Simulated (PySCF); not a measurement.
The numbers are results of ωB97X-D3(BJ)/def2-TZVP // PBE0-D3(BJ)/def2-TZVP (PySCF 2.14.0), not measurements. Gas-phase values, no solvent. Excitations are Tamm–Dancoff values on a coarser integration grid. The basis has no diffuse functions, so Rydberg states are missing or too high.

Reference species (SMILES): `C=[SiH2]` (neutral, multiplicity 1).

```yaml
brightest of the four lowest singlets (TDA): 5.60 eV
HOMO–LUMO gap: 9.66 eV
```

Changed species: `C=[SiH]C#N` (X = cyano; the reference has X = H).

Predict the effect on the brightest of the four lowest singlets (TDA) and HOMO–LUMO gap.

the brightest of the four lowest singlets (TDA) falls by 0.30 eV, to 5.30 eV; the HOMO–LUMO gap drops by 0.42 eV, to 9.24 eV.
